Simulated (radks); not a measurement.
Species: Ru2+. Configuration: [Kr] 4d6 (the NIST ground configuration).

Calculated with a radial shooting solver on a logarithmic mesh with Libxc functionals: Dirac Kohn-Sham, exchange-only B88, spin-unpolarised, spherical densities, finite nucleus; open shells fill j = l - 1/2 first; Fermi nuclear charge, rms radius 4.4809 fm.

Energy parts (eV):
| part | energy |
|---|---|
| total | -123239.736 |
| kinetic | 128300.549 |
| electron-nucleus | -297393.327 |
| Hartree | 49431.086 |
| exchange | -3578.044 |

Orbitals (lengths in bohr, moments of r in powers of bohr; <r^-3> diverges for s and p1/2; r(90%) holds 90 % of the orbital's charge):
orbital  occ.  eigenvalue (eV)     <r^2>      <r^4>  r(90%)  <r^-3>
1s1/2       2        -21948.36  0.001509  5.908e-06  0.0599       -
2s1/2       2        -3171.339   0.02495   0.001074   0.225       -
2p1/2       2        -2932.196   0.01876  0.0007076   0.202       -
2p3/2       4        -2801.197   0.02011  0.0008012   0.209    2803
3s1/2       2        -573.8795    0.1857    0.05321   0.594       -
3p1/2       2        -481.1002    0.1823    0.05403   0.598       -
3p3/2       4        -458.8757    0.1921    0.05982   0.613   482.5
3d3/2       4        -294.5360    0.1750    0.05855   0.609   72.07
3d5/2       6        -290.2054    0.1781    0.06049   0.614   68.37
4s1/2       2         -95.1829     1.169      2.064    1.48       -
4p1/2       2         -67.4689     1.388      3.043    1.63       -
4p3/2       4         -64.0342     1.465      3.397    1.67   74.60
4d3/2       4         -23.2020     2.806      15.02    2.42   6.327
4d5/2       2         -22.8329     2.867      15.69    2.45   5.946
5s1/2       0         -18.3941     8.676      112.8    4.03       -
5p1/2       0         -13.1406     12.45      236.2    4.86       -
5p3/2       0         -12.8058     13.03      257.8    4.97   7.326

The highest occupied level is 4d5/2 at -22.833 eV. The density falls to 0.001 e/bohr^3 at r = 3.52 bohr. Summed over all electrons, <r^2> = 31.38 bohr^2, which gives a Langevin (diamagnetic) susceptibility term of -24.9 x 10^-6 cm^3/mol.
